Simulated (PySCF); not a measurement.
CH8ClNSi2, SMILES [Si@@H](C)(N[SiH3])Cl. Heavy atoms are numbered as in [CH3:1][Si@@H:2]([Cl:3])[NH:4][SiH3:5]. Hydrogens are named by the atom that carries them.

Geometry optimised at PBE-D3(BJ)/def2-SVP. The structure was generated by enumeration; whether it is a known compound was not checked. Other conformers were not sampled.

Computed with PBE/def2-TZVP run with PySCF.

Atomic charges (e), one atom of each kind:

| atom | IAO | Löwdin |
|---|---|---|
| C1 (CH3) | -0.74 | -0.46 |
| Si2 (SiH) | 1.01 | -0.13 |
| Cl3 | -0.35 | 0.18 |
| N4 (NH) | -0.90 | -0.21 |
| Si5 (SiH3) | 0.69 | 0.16 |
| H on C1 | 0.17 | 0.14 |
| H on Si2 | -0.13 | -0.03 |
| H on N4 | 0.28 | 0.19 |
| H on Si5 | -0.11 | -0.03 |

Question: Give the Mayer and Wiberg (Löwdin basis) orders of the bonds. (The exact figures need the calculation; the answer reports its results.)

Answer: 
```tsv
bond	Mayer	Wiberg
C1–Si2	1.02	1.24
Si2–Cl3	1.13	1.74
Si2–N4	1.17	1.43
N4–Si5	1.11	1.42
```
